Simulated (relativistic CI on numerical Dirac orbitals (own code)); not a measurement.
Method of calculation: Dirac-Coulomb-Breit CI, separate exchange-only KLI orbitals for each configuration, a model potential for QED, unscaled Slater integrals (own radial code, finite nucleus).

Configurations in the expansion (outside the closed core 1s2): 2s²2p, 2s2p², 2p³, 2p²3s, 2p²3p, 2p²3d, 2s²3s, 2s²3p, 2s²3d, 2s2p3s, 2s2p3p, 2s2p3d, 2s²4s, 2s²4p, 2s²4d, 2s²4f, 2s2p4s, 2s2p4p, 2s2p4d, 2s2p4f, 2s²5s, 2s²5p, 2s²5d, 2s²5f, 2s²5g, 2s3s², 2s3s3p, 2s3s3d, 2s3p², 2s3p3d, 2s2p5s, 2s2p5p, 2p3s², 2s2p5d, 2s2p5f, 2s2p5g. Levels of other configurations are missing.

At this charge energies of transitions that change n are usually good to better than 1 %, and those within a shell (Δn = 0) to a few per cent.

Outline of the computed level scheme of Tc XXXIX. Lowest level of each configuration: 2s²2p ²P°1/2 at 0.00 eV; 2s2p² ⁴P1/2 at 115.23 eV; 2p³ ²P°3/2 at 408.22 eV; 2s²3s ²S1/2 at 3118.12 eV; 2s²3p ²P°1/2 at 3160.17 eV; 2s2p3s ⁴P°1/2 at 3200.16 eV; 2s²3d ²D3/2 at 3233.36 eV; 2s2p3p ⁴D1/2 at 3235.95 eV; 2s2p3d ⁴F°3/2 at 3307.07 eV.

Some strong electric-dipole decays among the lowest 44 levels: 2s2p3d ⁴D°1/2 → 2s2p² ⁴P1/2 (2.5e+14 s⁻¹); 2s²3d ²D3/2 → 2s²2p ²P°1/2 (1.7e+14 s⁻¹); 2s²3d ²D5/2 → 2s²2p ²P°3/2 (1.7e+14 s⁻¹); 2s2p3d ⁴D°3/2 → 2s2p² ⁴P1/2 (1.6e+14 s⁻¹); 2s2p3d ⁴F°7/2 → 2s2p² ⁴P5/2 (1.4e+14 s⁻¹); 2s2p3d ²F°5/2 → 2s2p² ²D3/2 (1.2e+14 s⁻¹); 2s2p3d ²D°3/2 → 2s2p² ²P1/2 (1.1e+14 s⁻¹); 2s2p3d ⁴P°5/2 → 2s2p² ⁴P3/2 (9.8e+13 s⁻¹).

LS names give the leading component of a level, which can be under half, so a name can repeat, a term be missing and a line seem to break the LS rules.
